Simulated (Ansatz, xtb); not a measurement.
## C4H9GeNO: which of two isomers lies lower

We compare a, `C=[CH][GeH2][NH]C(C)=O`, a singlet, with b, `C[C@@H]1CC(=O)[NH][GeH2]1`, a singlet. Both are isolated molecules in the gas phase, relaxed with PBE0-D3(BJ)/def2-SVP; each stands in its lowest conformer found.

a (Å):

```yaml
atoms:
  - { symbol: C, position_ang: [-3.0918, 0.0519, -1.3641] }
  - { symbol: C, position_ang: [-1.9893, 0.7881, -1.5262] }
  - { symbol: C, position_ang: [1.2708, 1.5960, -0.3909] }
  - { symbol: C, position_ang: [2.6178, 1.2351, 0.1904] }
  - { symbol: Ge, position_ang: [-1.4353, 2.1298, -0.2538] }
  - { symbol: N, position_ang: [0.2297, 1.6918, 0.4794] }
  - { symbol: O, position_ang: [1.0987, 1.7957, -1.5825] }
  - { symbol: H, position_ang: [-3.3977, -0.7014, -2.0993] }
  - { symbol: H, position_ang: [-3.7446, 0.1638, -0.4905] }
  - { symbol: H, position_ang: [-1.3548, 0.6490, -2.4082] }
  - { symbol: H, position_ang: [-2.3853, 2.1163, 0.9616] }
  - { symbol: H, position_ang: [-1.3338, 3.5373, -0.8579] }
  - { symbol: H, position_ang: [0.3837, 1.5074, 1.4632] }
  - { symbol: H, position_ang: [2.5755, 0.2490, 0.6781] }
  - { symbol: H, position_ang: [3.3599, 1.2104, -0.6154] }
  - { symbol: H, position_ang: [2.9244, 1.9715, 0.9490] }
```

b (Å):

```yaml
atoms:
  - { symbol: C, position_ang: [-2.0221, 1.1225, 0.1778] }
  - { symbol: C, position_ang: [-0.6862, 1.8595, 0.1584] }
  - { symbol: C, position_ang: [-0.2552, 2.2487, -1.2617] }
  - { symbol: C, position_ang: [0.5604, 1.1602, -1.9634] }
  - { symbol: Ge, position_ang: [0.7743, 0.6608, 0.7140] }
  - { symbol: N, position_ang: [1.1779, 0.3268, -1.0649] }
  - { symbol: O, position_ang: [0.6742, 1.0810, -3.1659] }
  - { symbol: H, position_ang: [-2.8248, 1.7594, -0.2286] }
  - { symbol: H, position_ang: [-2.3148, 0.8229, 1.1957] }
  - { symbol: H, position_ang: [-1.9870, 0.2102, -0.4403] }
  - { symbol: H, position_ang: [-0.7378, 2.7467, 0.8068] }
  - { symbol: H, position_ang: [-1.1107, 2.4964, -1.9087] }
  - { symbol: H, position_ang: [0.3902, 3.1438, -1.2458] }
  - { symbol: H, position_ang: [1.7810, -0.3804, -1.4705] }
  - { symbol: H, position_ang: [0.3370, -0.6297, 1.4289] }
  - { symbol: H, position_ang: [1.9654, 1.3066, 1.4492] }
```

Quicker runs give these differences E(b) − E(a): GFN2-xTB −99.8 kJ/mol; HF/STO-3G −183.2 kJ/mol (at GFN2-xTB geometries); r2SCAN-D4/def2-SVP −85.9 kJ/mol (at GFN2-xTB geometries).

Task: Estimate E(b) − E(a) at the level CCSD(T)/def2-SVP + ΔMP2/def2-TZVPP.

Result: Calculated at CCSD(T)/def2-SVP + ΔMP2/def2-TZVPP: E(b) − E(a) = −63.7 kJ/mol, so structure b lies lower.

How the difference moves with the method:

```csv
level,geometry,E(b) − E(a) (kJ/mol),departure from the last row (kJ/mol),"job, with rough time for the two"
GFN2-xTB,GFN2-xTB,−99.8,−36.0,"optimisation, 0.31 s"
HF/STO-3G,GFN2-xTB,−183.2,−119.5,"single point, 0.6 s"
r2SCAN-D4/def2-SVP,GFN2-xTB,−85.9,−22.2,"single point, 5.2 s"
PBE0-D3(BJ)/def2-SVP,PBE0-D3(BJ)/def2-SVP,−92.6,−28.8,"optimisation, 73 s"
HF/def2-SVP,PBE0-D3(BJ)/def2-SVP,−48.9,+14.8,part of the CCSD(T) run
MP2/def2-SVP,PBE0-D3(BJ)/def2-SVP,−81.0,−17.2,part of the CCSD(T) run
CCSD(T)/def2-SVP,PBE0-D3(BJ)/def2-SVP,−67.9,−4.1,single point
CCSD(T)/def2-SVP + ΔMP2/def2-TZVPP,PBE0-D3(BJ)/def2-SVP,−63.7,,"single point, 3 min"
```

As drawn, b has 2 C–C in place of 1 C=C. Structure a has no ring, b a 5-membered ring.

The levels shown agree on the order. The largest departure from CCSD(T)/def2-SVP + ΔMP2/def2-TZVPP is that of HF/STO-3G, 119.5 kJ/mol. The last row adds to CCSD(T) the change of the MP2 difference between the two basis sets, here +4.1 kJ/mol.

With thermal terms from frequencies at re-optimised GFN2-xTB minima (ideal gas, soft modes damped towards free rotors, one conformer each, 298.15 K, 1 atm): the zero-point term adds +10.4 kJ/mol; ΔH is −58.1 and ΔG −45.9 kJ/mol.

The correlated steps freeze 15 core orbitals; the filled d shell of Ge is correlated, in a basis made for valence electrons. Mirror images aren't counted in ΔG. Programs: Ansatz 0.2.0, xtb 6.7.1; the last row on 4 threads of Arm Neoverse V1 on a shared host.
